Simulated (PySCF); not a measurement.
Work out the structure from these simulated measurements.

Formula: C7H11FSi.

| Property | Result |
| --- | --- |
| UV, strongest line | among the 10 lowest singlet transitions: S10 at 7.06 eV (176 nm, f = 0.082) [TDDFT B3LYP/def2-SVPD] |
| Dipole | 1.02 D [B3LYP/def2-SVPD] |
| Rotational structure | rotational constants A, B, C: 2.084, 1.067, 0.781 GHz [PBE0-D3(BJ)/def2-SVP] |
| 1H NMR | chemical shifts (computed TMS as zero) by class: 5.93 (1 H), 5.09 (1 H), 4.62 (2 H), 2.47 (1 H), 1.12 (6 H) ppm [GIAO PBE0/pcSseg-1] |
| 13C NMR | chemical shifts (computed TMS as zero) by class: 178.8 (1 C), 174.0 (1 C), 124.7 (1 C), 95.5 (1 C), 32.3 (1 C), 22.6 (2 C) ppm [GIAO PBE0/pcSseg-1] |
| Triplet | lowest triplet excitation (Tamm–Dancoff): 2.84 eV [TDA B3LYP/def2-SVPD] |
| NMR, other nuclei | isotropic shieldings of nuclei other than C and H, by class: 258 (1 F), 399 (1 Si) ppm [GIAO PBE0/pcSseg-1] |
| Polarisability | 108.9 au [B3LYP/def2-SVPD] |
| UV, first state | lowest singlet excitation: 4.42 eV (281 nm, f = 0.045) [TDDFT B3LYP/def2-SVPD] |
| Valence photoelectron | vertical ionisation energy: 8.57 eV [ΔSCF B3LYP/def2-SVPD] |

The electronic properties come from PySCF, for the isolated species, density fitting. Levels stand in brackets. Geometry: PBE0-D3(BJ)/def2-SVP, one conformer, isolated molecule. NMR classes are plain means over equivalent atoms (diastereotopic ones count apart unless rotation or inversion swaps them), as if these changed places fast.

Question: Propose a structure and show how it fits.

Answer: Numbering: `[CH3:1][CH:2]([CH3:3])[C:4]1=[CH:5][SiH2:6][CH:7]=[C:8]1[F:9]`. Its formula, C7H11FSi, gives 3 degrees of unsaturation: 1 ring and 2 π bonds in the structure found. 7 carbons fall into 6 classes; from least to most shielded: vinylic C–F carbon [C8] (178.8 ppm), fully substituted alkene carbon [C4] (174.0 ppm), alkene CH carbon [C5] (124.7 ppm), alkene CH carbon [C7] (95.5 ppm), allylic carbon [C2] (32.3 ppm), methyl carbon [C1/C3] (22.6 ppm, 2 C, up to 3.3 ppm apart in this geometry). Hydrogen classes from least to most shielded: 1 H on an alkene CH carbon, C5 (5.93 ppm), 1 H on an alkene CH carbon, C7 (5.09 ppm), 2 H on an SiH2 silicon, Si6 (4.62 ppm), 1 H on an allylic carbon, C2 (2.47 ppm), 6 H on 2 methyl carbons, C1/C3 (1.12 ppm, a mean of values up to 1.1 ppm apart in this geometry). The other shieldings belong to: 258 ppm, vinyl fluorine [F9]; 399 ppm, SiH2 silicon [Si6]. S1 is mainly HOMO→LUMO (weight 0.97); the largest Löwdin shares of the orbital it empties are 0.27 on an alkene CH carbon, 0.24 on an alkene CH carbon, 0.15 on the vinylic C–F carbon and 0.15 on the fully substituted alkene carbon, of the orbital it fills 0.21 on an alkene CH carbon, 0.18 on the fully substituted alkene carbon, 0.16 on the vinylic C–F carbon and 0.15 on an alkene CH carbon. The optimised geometry has point group C1 and is an asymmetric top. Structure: `CC(C)C1=C[SiH2]C=C1F`. Computed isomers that give other values at the same levels: `C=C[C@@H](F)[SiH]1CC=CC1` (13C chemical shifts (computed TMS as zero) by class: 142.7 (1 C), 141.2 (1 C), 140.3 (1 C), 117.6 (1 C), 90.4 (1 C), 16.3 (1 C), 15.5 (1 C) ppm). The assignments are read from this structure; whether some other isomer fits the data as well wasn't checked.

Shape of the structure used: `[CH3:1][CH:2]([CH3:3])[C:4]1=[CH:5][SiH2:6][CH:7]=[C:8]1[F:9]`: C1–C2–C4–C5 17°.
